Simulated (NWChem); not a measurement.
System: C3HF3; SMILES C#CC(F)(F)F

Here is an NWChem input.

```
start job
memory heap 200 mb stack 900 mb global 1100 mb
geometry units angstroms noautosym nocenter noautoz
  C      0.000000     0.000000    -2.331534
  C      0.000000     0.000000    -1.124903
  C      0.000000     0.000000     0.344298
  F     -0.849276    -0.907637     0.821873
  F     -0.361399     1.189313     0.821873
  F      1.210675    -0.281676     0.821873
  H      0.000000     0.000000    -3.407378
end
basis spherical
  * library sadlej_pvtz
end
dft
  xc b3lyp
  iterations 150
end
property
  response 1 0.0
end
task dft property
```

Coordinates come from a PBE0/def2-SVP optimisation. B3LYP is NWChem's, with the RPA form of VWN correlation.

Static field.

### Question
Give the results of this calculation. (B3LYP/Sadlej pVTZ.) Quantities: isotropic polarisability (bohr³); anisotropy (bohr³).

### Answer
```json
{
 "isotropic polarisability (bohr³)": "38.3",
 "anisotropy (bohr³)": "20.2"
}
```
